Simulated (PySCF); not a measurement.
C2H6FInO. Atoms are numbered in the order given.

```xyz
11

In     0.1051     0.1651     0.2307
F      1.1690     0.0751     1.8900
C     -0.1587    -1.6440    -0.9493
C     -1.0204    -1.4868    -2.2002
H     -0.5779    -2.3787    -0.2444
H      0.8644    -1.9738    -1.1874
H     -0.5981    -0.7537    -2.9059
H     -2.0452    -1.1611    -1.9602
H     -1.1040    -2.4454    -2.7412
O     -0.5111     2.0659     0.0461
H     -1.0458     2.2042    -0.7484
```

The structure is a stationary point at B3LYP-D3(BJ)/def2-SVP. The structure was generated by enumeration; whether it is a known compound was not checked. The def2 effective core potentials stand for the cores of In; spin–orbit coupling is left out. The values are those of a single conformer.

These are B3LYP-D3(BJ)/def2-SVP run with PySCF 2.14.0 values and carry that method's errors.

Frequencies are harmonic and unscaled.

| mode | ν (cm⁻¹) | IR (km/mol) | moving atoms (share of kinetic energy) |
|---|---|---|---|
| 1 | 19 | 3.7 | H 41 %, C 35 %, F 21 % |
| 2 | 67 | 7.1 | O 28 %, C 25 %, F 19 %, H 14 %, In 14 % |
| 3 | 113 | 19.8 | In 28 %, O 28 %, F 18 %, H 18 %, C 8 % |
| 4 | 151 | 16.2 | F 48 %, O 35 %, In 10 % |
| 5 | 233 | 6.1 | C 62 %, H 22 %, In 12 % |
| 6 | 239 | 1.7 | H 86 %, C 10 % |
| 7 | 275 | 74.4 | H 93 % |
| 8 | 467 | 3.7 | C 68 %, H 21 % |
| 9 | 595 | 65.6 | F 56 %, O 29 %, In 13 % |
| 10 | 598 | 79.6 | O 54 %, F 29 %, In 16 % |
| 11 | 646 | 20.3 | H 83 %, C 17 % |
| 12 | 789 | 81.0 | H 93 % |
| 13 | 948 | 2.2 | H 92 %, C 8 % |
| 14 | 968 | 4.2 | H 77 %, C 23 % |
| 15 | 1046 | 5.2 | C 69 %, H 31 % |
| 16 | 1190 | 31.6 | H 69 %, C 31 % |
| 17 | 1242 | 2.0 | H 77 %, C 23 % |
| 18 | 1401 | 5.5 | H 82 %, C 18 % |
| 19 | 1441 | 1.6 | H 89 %, C 11 % |
| 20 | 1472 | 1.3 | H 97 % |
| 21 | 1477 | 8.1 | H 97 % |
| 22 | 3019 | 31.3 | H 97 % |
| 23 | 3061 | 4.7 | H 95 % |
| 24 | 3090 | 16.6 | H 91 %, C 9 % |
| 25 | 3102 | 7.7 | H 90 %, C 10 % |
| 26 | 3123 | 13.2 | H 90 %, C 10 % |
| 27 | 3821 | 36.2 | H 94 % |
